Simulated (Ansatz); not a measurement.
Diatomic CI, multiplicity 4 (an upper state: multiplicity 2 came lower at CCSD(T)/def2-TZVPP on PBE0 minima). No spin–orbit coupling.

Seven points along R, fitted to fifth degree in 1/R; most abundant isotopes. In def2 and cc sets the state is the lowest found near the PBE0 minimum, followed along R.

Run with Ansatz (Gaussian orbitals). Each number belongs to the level named beside it. In def2 rows elements past Kr take small-core potentials, without spin–orbit coupling.

```tsv
level	r_e (Å)	ω_e (cm⁻¹)	ω_e x_e (cm⁻¹)	B_e (cm⁻¹)	dipole (D)
PBE/def2-TZVPP	2.012	625	5.2	0.380	1.12
PBE0/def2-TZVPP	2.002	643	5.4	0.384	0.90
wB97X-V/def2-TZVPP	2.017	612	6.5	0.378	1.04
CCSD/def2-TZVPP	2.018	623	6.5	0.377	-
CCSD(T)/def2-TZVPP	2.021	617	6.0	0.377	-
```

Correlated levels freeze the inner cores; with def2 sets outer-core shells near the valence are correlated too.

Ansatz is a first-principles code.
